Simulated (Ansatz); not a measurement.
Start from `FCC(F)(F)OCC(F)(F)F` and change one atom or group to get `FC(F)(F)COB(Cl)Cl`.

Ansatz, PBE0-D4/def2-TZVP geometries, multiplicity 1. Each molecule was computed in one conformer, which needn't be the lowest.

```
                               property  `FCC(F)(F)OCC(F)(F)F`
     LUMO energy (PBE0/def2-TZVPP) / eV                   1.18
  HOMO–LUMO gap (B3LYP/def2-TZVPP) / eV                  10.38
    LUMO energy (B3LYP/def2-TZVPP) / eV                   0.82
   HOMO–LUMO gap (PBE0/def2-TZVPP) / eV                  10.98
HOMO–LUMO gap (ωB97M-V/def2-TZVPP) / eV                  14.97
    HOMO energy (B3LYP/def2-TZVPP) / eV                  -9.56
```

**Question.** What does the change do to each property? (An estimate is asked.)

**Answer.** The calculation gave: 
```
                               property  `FC(F)(F)COB(Cl)Cl`  shift
     LUMO energy (PBE0/def2-TZVPP) / eV                -0.64  -1.82
  HOMO–LUMO gap (B3LYP/def2-TZVPP) / eV                 8.09  -2.29
    LUMO energy (B3LYP/def2-TZVPP) / eV                -0.84  -1.66
   HOMO–LUMO gap (PBE0/def2-TZVPP) / eV                 8.59  -2.39
HOMO–LUMO gap (ωB97M-V/def2-TZVPP) / eV                12.98  -1.99
    HOMO energy (B3LYP/def2-TZVPP) / eV                -8.93   0.63
```

With PBE0 the HOMO rises by 0.57 eV and the LUMO falls by 1.82 eV, so the gap narrows by about 2.39 eV. PBE moves the HOMO by 0.22 eV and ωB97M-V by 0.76 eV.

Positive LUMOs are unbound, so they and the gaps depend on the basis.

B3LYP here is the variant with VWN-RPA as its local correlation; programs differ in this.
